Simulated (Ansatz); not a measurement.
Coupled-cluster run, C₂H₄BFO, SMILES `CB(F)C=O`.

```yaml
crystal:
  periodic: [false, false, false]
  atoms:
    - {symbol: C, position_ang: [1.109899, -0.202680, 0.565413]}
    - {symbol: B, position_ang: [0.103715, 0.114454, -0.572414]}
    - {symbol: F, position_ang: [0.508279, 0.380969, -1.798792]}
    - {symbol: C, position_ang: [-1.494673, 0.151230, -0.332002]}
    - {symbol: O, position_ang: [-2.281533, 0.343417, -1.226349]}
    - {symbol: H, position_ang: [2.143077, -0.286445, 0.228172]}
    - {symbol: H, position_ang: [0.825398, -1.120734, 1.091524]}
    - {symbol: H, position_ang: [1.054874, 0.588655, 1.324430]}
    - {symbol: H, position_ang: [-1.880535, -0.015266, 0.703015]}
basis:
  gaussian: {orbitals: def2-TZVPP}
correlation: {method: ccsd_t}
output: {orbitals: {seedname: orbitals}}
```

```sh
$ ansatz run in.yaml --threads 2 --pin off --events-out ev --progress --plain --max-ram 4352MiB
```

Output of Ansatz, abridged:

```
Functional definition: HF
1297 factors; integrals over basis functions are off by at most 1.0e-3 eV
mean field evaluation 1: about -7539.0770 eV, gradient 4.4e1 eV
mean field evaluation 2: about -7539.2555 eV, gradient 4.4e1 eV
mean field evaluation 4: about -7543.2722 eV, gradient 5.0e0 eV
mean field evaluation 8: about -7543.3636 eV, gradient 4.9e-1 eV
mean field evaluation 16: about -7543.3654 eV, gradient 1.9e-6 eV
mean field -7543.36543318 eV, -277.2135665927 hartree, gradient 1.9e-6 eV, S^2 0.000000; 0 other end points of the search recorded, 0 dependent functions left out
5 core orbitals not correlated: weight in the atoms' cores, before any rotation towards them, 1.000 or more for the frozen orbitals, at most 0.000 for the correlated occupied ones
reference -7543.36543318 eV, -277.2135665927 hartree; 14, 14 occupied and 192, 192 virtual orbitals, 1297 factors
second order -24.44942763 eV of doubles, -0.00000000 eV of singles
cycle   1  -24.43546685 eV  change    1.4e-2 eV  update   1.1e-1
cycle   2  -25.01773038 eV  change   -5.8e-1 eV  update   3.6e-2
cycle   3  -25.17526812 eV  change   -1.6e-1 eV  update   1.9e-2
cycle   4  -25.15853341 eV  change    1.7e-2 eV  update   4.6e-3
cycle   5  -25.15725279 eV  change    1.3e-3 eV  update   2.0e-3
cycle   6  -25.15843313 eV  change   -1.2e-3 eV  update   6.0e-4
cycle   7  -25.15822259 eV  change    2.1e-4 eV  update   2.4e-4
cycle   8  -25.15814535 eV  change    7.7e-5 eV  update   7.2e-5
cycle   9  -25.15816991 eV  change   -2.5e-5 eV  update   2.7e-5
perturbative correction -0.95843466 eV, -0.0352218241 hartree
Total energy: -7569.48203775 eV, -278.1733341079 hartree
```

Run time 64 s (2 threads of an Intel Xeon on a shared host); peak host memory 3.2 GiB.

Correlation energy per correlated electron: -0.933 eV. T1 diagnostic: 0.0141.
